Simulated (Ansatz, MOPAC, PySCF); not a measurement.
The molecule MgF-, closed-shell singlet (lowest of 2S+1 = 1, 3 at CCSD(T)/def2-TZVPP on PBE0 minima; our sources give no spin for the ground state, which may be another).

Constants: fifth-degree fit in 1/R to seven points, most abundant isotopes. In def2 and cc sets the state is the lowest found near the PBE0 minimum, followed along R. The singlet is held restricted. HF and MP2 rows in def2 and cc sets belong to the determinant that coupled cluster picked by its CCSD energy.

Programs: Ansatz (a quantum-chemistry and plane-wave program) with Gaussian orbitals; MOPAC for AM1, PM6 (differences of heats of formation); PySCF for 3-21G rows, 6-31G* rows, STO-3G rows. 

```
level                 r_e (Å)  ω_e (cm⁻¹)  ω_e x_e (cm⁻¹)  B_e (cm⁻¹)
--------------------  -------  ----------  --------------  ----------
AM1                     1.775         740             2.6       0.505
PM6                     1.870         736             4.4       0.455
HF/STO-3G               1.807         725             2.9       0.487
HF/3-21G                1.774         700             4.0       0.505
HF/6-31G*               1.794         658             4.4       0.494
HF/def2-TZVPP           1.815         598             5.1       0.482
HF/def2-QZVPP           1.801         616             5.4       0.490
SVWN5/def2-TZVPP        1.826         573             4.7       0.477
PBE/def2-TZVPP          1.858         544             4.5       0.461
BP86/6-31G*             1.823         615             4.1       0.479
r2SCAN/def2-TZVPP       1.834         576             4.7       0.473
B97M-V/def2-TZVPP       1.826         577             4.9       0.477
B3LYP/6-31G*            1.808         636             4.1       0.487
B3LYP/def2-TZVPP        1.845         557             4.6       0.467
PBE0/def2-TZVPP         1.836         568             4.8       0.472
BHLYP/def2-TZVPP        1.823         583             4.8       0.478
CAM-B3LYP/def2-TZVPP    1.835         569             4.7       0.472
wB97X-V/def2-TZVPP      1.843         566             4.6       0.468
wB97M-V/def2-TZVPP      1.845         558             4.7       0.467
B2PLYP/def2-TZVPP       1.841         564             4.6       0.469
MP2/6-31G*              1.813         642             3.6       0.484
MP2/def2-TZVPP          1.842         566             4.4       0.469
MP2/def2-QZVPP          1.823         585             5.7       0.478
SCS-MP2/def2-TZVPP      1.842         566             4.4       0.468
SCS-MP2/def2-QZVPP      1.823         586             5.7       0.478
CCSD/def2-TZVPP         1.833         577             4.5       0.473
CCSD/def2-QZVPP         1.813         601             5.7       0.484
CCSD(T)/def2-TZVPP      1.836         574             4.4       0.472
CCSD(T)/def2-QZVPP      1.817         595             5.7       0.482
```

Correlated levels freeze the inner cores; with def2 sets outer-core shells near the valence are correlated too. Rows in 3-21G, 6-31G*, STO-3G carry no dispersion term and start afresh at each structure (6-31G* with six Cartesian d functions). MP2/6-31G* freezes PySCF's default core, which is smaller on s-block atoms. The state that AM1, PM6 reach isn't checked.

Doubts at one or more of the structures used: a restricted determinant that unrestricted orbitals would lower (HF/def2-TZVPP, HF/def2-QZVPP, MP2/def2-TZVPP, MP2/def2-QZVPP, SCS-MP2/def2-TZVPP, SCS-MP2/def2-QZVPP, CCSD/def2-TZVPP, CCSD/def2-QZVPP, CCSD(T)/def2-TZVPP, CCSD(T)/def2-QZVPP).
